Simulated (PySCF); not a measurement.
H2MoOS3, multiplicity 1. Atoms are numbered in the order given.

```xyz
7

Mo     0.0609     0.0795    -0.1964
S      0.3217     1.8535     0.9297
S      1.5670    -1.3361     0.2439
O     -0.0003     0.5047    -2.0163
H      0.2939    -0.1106    -2.7052
S     -1.9012    -0.9810     0.4854
H     -2.6483     0.1509     0.5393
```
Charge 0, spin multiplicity 1.

Coordinates come from a B3LYP-D3(BJ)/def2-SVP optimisation. The multiplicity is an assumed one; no other spin state was optimised. The structure was generated by enumeration; whether it is a known compound was not checked. The def2 effective core potentials stand for the cores of Mo; spin–orbit coupling is left out. One conformer was computed; it need not be the lowest.

These are PySCF with ωB97X/def2-TZVP values and carry that method's errors.

Atomic charges (e):

| atom | Mulliken | Löwdin |
|---|---|---|
| Mo1 | 1.18 | (withheld) |
| S2 | -0.36 | (withheld) |
| S3 | -0.33 | (withheld) |
| O4 | -0.67 | -0.29 |
| H5 | 0.37 | (withheld) |
| S6 | -0.38 | 0.09 |
| H7 | 0.18 | 0.07 |

Question: Complete the blanks. (The exact figures need the calculation; the answer reports its results.)

Answer: 
- Mo1, Löwdin: -0.34
- S2, Löwdin: 0.14
- S3, Löwdin: 0.16
- H5, Löwdin: 0.19
